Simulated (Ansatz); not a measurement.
`F[SiH2]O[SiH3]` + `SS` → `F[SiH2]SS` + `O[SiH3]` at 500 K and 1 bar (ligand exchange at the Si–O bond).

Isolated molecules relaxed with PBE0-D4/def2-TZVP in Ansatz; ΔE leaves out vibrations. CBS: MP2 limit from def2 TZ/QZ plus the TZ coupled-cluster correction, frozen cores. This one scheme is used for every species. One conformer a species, not always the lowest.

| species | CCSD(T)/CBS energy (Eh) | H − E (kJ/mol) | S (J/(mol·K)) |
| --- | --- | --- | --- |
| `F[SiH2]O[SiH3]` | -756.28164 | 174.8 | 408.0 |
| `SS` | -796.74576 | 70.8 | 278.5 |
| `F[SiH2]SS` | -1186.31147 | 122.7 | 382.7 |
| `O[SiH3]` | -366.69042 | 127.5 | 292.9 |

H − E and S are ideal-gas, rigid-rotor, harmonic terms from PBE0-D4/def2-TZVP, for one conformer and one mirror image of each species. 1 Eh = 2625.50 kJ/mol, R = 8.31446 J/(mol·K).

Q: By hand: ΔE, ΔH, ΔS and ΔG.

A: ΔE = (-1186.31147) + (-366.69042) − (-756.28164) − (-796.74576) = 0.02551 Eh = 67.0 kJ/mol. Δ(H − E) = 122.7 + 127.5 − 174.8 − 70.8 = 4.6, so ΔH = 71.6 kJ/mol. ΔS = 382.7 + 292.9 − 408.0 − 278.5 = -10.9 J/(mol·K). ΔG = 71.6 − 500 × (-10.9)/1000 = 77.0 kJ/mol.

Q: By hand: the equilibrium constant, and the temperature at which ΔG would vanish if ΔH and ΔS stayed fixed.

A: log₁₀ K = −ΔG/(RT ln 10) = -8.0. ΔH and −TΔS have one sign here, so there is no such temperature.

The number of gas molecules stays the same, so ΔS is small and ΔH decides. A doubt of 5 kJ/mol in ΔE shifts log₁₀ K by 0.5 here. Other conformers and mirror images would add mixing entropy, several J/(mol·K) or more a flexible species. Modes under 60 cm⁻¹, often nearly free rotors, make the harmonic entropy too high. These are equilibria of isolated gas molecules and say nothing of rates. Largest T1 diagnostic: 0.012 (customary marks: 0.02 for closed shells, 0.045 for open ones).

ΔS is within the doubt of such terms, so its sign, and with it that verdict, could turn.
